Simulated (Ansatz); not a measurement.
Molecule: 1,1,1-trifluoroethane, C₂H₃F₃ (charge 0, singlet). 
Geometry from a B3LYP-D3(BJ)/def2-TZVP (Ansatz, a first-principles code) optimisation:
SMILES: C(F)(F)(F)C
```xyz
8

C     -1.4757    -0.0186     0.0562
C      0.0246     0.0003    -0.0009
F      0.5756    -0.1412     1.2237
F      0.5104    -0.9973    -0.7704
F      0.4930     1.1584    -0.5135
H     -1.8076    -0.9670     0.4743
H     -1.8219     0.7996     0.6848
H     -1.8753     0.0980    -0.9493
```
Charge 0, spin multiplicity 1.

Basis-set convergence of Hartree-Fock and MP2 correlation energies (hartree) with Ansatz. Cores are frozen in the correlated levels unless marked. Spin-orbit coupling is left out. Non-relativistic.

| basis | functions | E(HF) | E(corr, MP2) |
|---|---|---|---|
| aug-cc-pVDZ | 142 | -375.86677 | -0.89363 |
| aug-cc-pVTZ | 299 | -375.97124 | -1.11140 |
| aug-cc-pVQZ | 538 | -375.99666 | -1.19083 |

Extrapolating the two largest sets (X = 3 and 4) as X^-3: E(corr) = (64·(-1.19083) - 27·(-1.11140))/37 = -1.2488 Eh, an estimate of the basis-set limit. The largest set recovers 95.4 % of it, the smallest 71.6 %.
